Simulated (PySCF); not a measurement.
These are PBE0-D3(BJ)/def2-TZVP (PySCF) values and carry that method's errors. Isolated molecules, 0 K electronic values unless said otherwise. 

Reference species (SMILES): `BrB(Br)[SiH3]` (neutral, multiplicity 1).

```
Quantity        Value
-------------  ------
dipole moment  0.31 D
```

Changed species: `[SiH3]B([SiH3])[SiH3]` (whole molecule; the reference has whole molecule).

Question: Give the shifts of the dipole moment.

Answer: the dipole moment decreases by 0.21 D, to 0.10 D.
